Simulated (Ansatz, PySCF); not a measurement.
Ways to break one bond of CCB(N)N [diaminoboranylethane]:

A. CCB(N)N → CC[B]N + [NH2] (NH2)
B. CCB(N)N [diaminoboranylethane] -> [CH2]B(N)N + [CH3] (CH3)

Quantity: bond dissociation energy (enthalpy at 298 K, with B3LYP-D3(BJ) rigid-rotor harmonic-oscillator terms from PySCF), kcal/mol. Structures are relaxed separately at B3LYP-D3(BJ)/def2-TZVP in Ansatz (a first-principles code), one conformer each, not searched for the lowest. Cores are frozen in the correlated levels unless marked. Open shells are spin-unrestricted. No spin-orbit coupling. Non-relativistic. CBS marks a two-point X^-3 extrapolation of the correlation energy; Hartree-Fock from the larger set.

Problem. Rank them by bond dissociation energy at CCSD(T)/CBS(cc-pVTZ,cc-pVQZ) (Ansatz), lowest first.

Solution. B (84.0 kcal/mol), A (128.0 kcal/mol)
